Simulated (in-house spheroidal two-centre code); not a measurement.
Computed with a spheroidal two-centre code. Model: one electron and two fixed point charges, non-relativistic, separated in prolate spheroidal coordinates (energies exact to about nine digits).

With r1 and r2 the distances to the charges and R their separation, ξ = (r1 + r2)/R and η = (r1 − r2)/R; m is the angular momentum about the axis. The force apart is −d(total energy)/dR, and minima and barriers are those of the total energy. The separation constant A is the eigenvalue of −d/dη(1−η²)d/dη + m²/(1−η²) − p²η² − R(Z2−Z1)η, with p² = −E R²/2 and E the electronic energy.

Command:
```bash
python run_two.py task.json out
```
Settings:
```
Z1                     1
Z2                     1
xi_nodes               0
eta_nodes              4
m                      0
```

Run time, properties included: 1.6 s on 1 thread of Intel(R) Xeon(R) Processor @ 2.30GHz (shared host).

**Energy curve, total energy includes the repulsion of the charges.**

Given: first charge 1; second charge 1; united atom label 5g sigma g; nodes in ξ 0; nodes in η 4.

Computed: united atom energy -0.08 hartree; innermost minimum total energy -0.078245 hartree; innermost minimum curvature 0.00034031 hartree/bohr².

```tsv
distance (bohr)	electronic energy (hartree)	total energy (hartree)	kinetic energy (hartree)	force apart (hartree/bohr)
1.93	-0.0803475188	0.437787196	0.08105	0.26883
2.59	-0.0806310659	0.30546932	0.081917	0.14957
3.47	-0.0811501893	0.207034249	0.083531	0.083736
4.65	-0.0821261167	0.132927647	0.086666	0.047224
6.23	-0.0840427039	0.0764709397	0.093253	0.027243
8.35	-0.0882204272	0.0315400519	0.1097	0.016914
11.2	-0.0988151601	-0.0095294458	0.15323	0.01283
15	-0.117057502	-0.0503908358	0.17262	0.0081483
18.8	-0.124584165	-0.0713926756	0.13245	0.003248
22.5	-0.122312714	-0.0778682694	0.090726	0.00057148
26.2	-0.115676497	-0.0775085577	0.062382	-0.00057736
30	-0.107805335	-0.0744720012	0.04649	-0.00093274
33.8	-0.100432082	-0.0708462826	0.039013	-0.0009418
37.5	-0.094223605	-0.0675569383	0.036647	-0.00082427
41.2	-0.0890715357	-0.064799691	0.037499	-0.00066265
45	-0.0848311664	-0.0626089441	0.040453	-0.00049236
48.8	-0.0815178384	-0.0610260351	0.044111	-0.00034662
52.5	-0.0789960852	-0.0599484661	0.047231	-0.00024224
56.2	-0.0769837936	-0.0591901993	0.049485	-0.00017269
60	-0.0752937325	-0.0586270658	0.050998	-0.00012715
63.8	-0.0738774852	-0.058203504	0.051963	-9.782e-05
67.5	-0.0726943351	-0.0578795203	0.052584	-7.8449e-05
71.2	-0.0716612719	-0.0576163281	0.053022	-6.4524e-05
75	-0.0707257639	-0.0573924306	0.053357	-5.3802e-05
78.8	?	?	?	?
82.5	-0.0691695622	-0.0570483501	0.053825	-3.9067e-05
86.2	-0.0685147453	-0.0569138173	0.053998	-3.3827e-05
90	-0.0679050693	-0.0567939582	0.054148	-2.9398e-05
106	-0.0658648505	-0.0564308882	0.054587	-1.7394e-05
125	-0.0641752348	-0.0561752348	0.054883	-1.0334e-05
147	-0.0628008549	-0.0559981338	0.055083	-6.2275e-06
172	-0.0616896422	-0.0558756887	0.055217	-3.8272e-06
203	-0.0607095536	-0.0557834452	0.055317	-2.297e-06
238	-0.0599219213	-0.0557202406	0.055385	-1.4104e-06
281	?	?	?	?
330	-0.0586706261	-0.055640323	0.055469	-5.2057e-07
```

Question: What belongs in the row 78.8?

Answer: electronic energy (hartree): -0.0698947371; total energy (hartree): -0.0572043817; kinetic energy (hartree): 0.053619; force apart (hartree/bohr): -4.5504e-05.

Question: What belongs in the row 281?

Answer: electronic energy (hartree): -0.0592317304; total energy (hartree): -0.0556730115; kinetic energy (hartree): 0.055434; force apart (hartree/bohr): -8.4926e-07.

Question: What is the innermost minimum distance?

Answer: 23.9 bohr.

**Where the electron sits, z along the axis from the midpoint, the separation constant A tends to l(l+1) at zero distance; at short distance the term in R(Z2−Z1)η can raise or lower it, and at long distance it falls (p² = -ER²/2).**

```json
{"distance (bohr)": "1.08", "mean z squared (bohr²)": "104.1", "mean squared distance from axis (bohr²)": "101.42", "separation constant": "19.976"}
{"distance (bohr)": "1.93", "mean z squared (bohr²)": "103.29", "mean squared distance from axis (bohr²)": "100.63", "separation constant": "19.924"}
{"distance (bohr)": "3.47", "mean z squared (bohr²)": "?", "mean squared distance from axis (bohr²)": "?", "separation constant": "?"}
{"distance (bohr)": "6.23", "mean z squared (bohr²)": "?", "mean squared distance from axis (bohr²)": "?", "separation constant": "?"}
{"distance (bohr)": "11.2", "mean z squared (bohr²)": "57.338", "mean squared distance from axis (bohr²)": "53.156", "separation constant": "16.929"}
{"distance (bohr)": "18.8", "mean z squared (bohr²)": "38.106", "mean squared distance from axis (bohr²)": "32.532", "separation constant": "9.813"}
{"distance (bohr)": "26.2", "mean z squared (bohr²)": "37.129", "mean squared distance from axis (bohr²)": "42.504", "separation constant": "3.7295"}
{"distance (bohr)": "33.8", "mean z squared (bohr²)": "55.481", "mean squared distance from axis (bohr²)": "54.55", "separation constant": "-0.98279"}
{"distance (bohr)": "41.2", "mean z squared (bohr²)": "108.98", "mean squared distance from axis (bohr²)": "62.966", "separation constant": "-6.3705"}
{"distance (bohr)": "48.8", "mean z squared (bohr²)": "215.54", "mean squared distance from axis (bohr²)": "66.248", "separation constant": "-14.749"}
{"distance (bohr)": "56.2", "mean z squared (bohr²)": "356.68", "mean squared distance from axis (bohr²)": "66.864", "separation constant": "-26.686"}
{"distance (bohr)": "63.8", "mean z squared (bohr²)": "525", "mean squared distance from axis (bohr²)": "67.367", "separation constant": "-42.663"}
{"distance (bohr)": "71.2", "mean z squared (bohr²)": "712.43", "mean squared distance from axis (bohr²)": "67.916", "separation constant": "-61.525"}
{"distance (bohr)": "78.8", "mean z squared (bohr²)": "931.65", "mean squared distance from axis (bohr²)": "68.413", "separation constant": "-84.154"}
{"distance (bohr)": "86.2", "mean z squared (bohr²)": "1172.1", "mean squared distance from axis (bohr²)": "68.808", "separation constant": "-109.31"}
{"distance (bohr)": "106", "mean z squared (bohr²)": "1948.8", "mean squared distance from axis (bohr²)": "69.543", "separation constant": "-191.7"}
{"distance (bohr)": "147", "mean z squared (bohr²)": "4177.1", "mean squared distance from axis (bohr²)": "70.336", "separation constant": "-431.76"}
{"distance (bohr)": "203", "mean z squared (bohr²)": "8575.9", "mean squared distance from axis (bohr²)": "70.843", "separation constant": "-910.72"}
{"distance (bohr)": "281", "mean z squared (bohr²)": "17314", "mean squared distance from axis (bohr²)": "71.186", "separation constant": "-1868.3"}
```

Question: What belongs in the row 3.47?

Answer: mean z squared (bohr²): 100.62; mean squared distance from axis (bohr²): 97.995; separation constant: 19.753.

Question: What belongs in the row 6.23?

Answer: mean z squared (bohr²): 91.534; mean squared distance from axis (bohr²): 88.912; separation constant: 19.179.
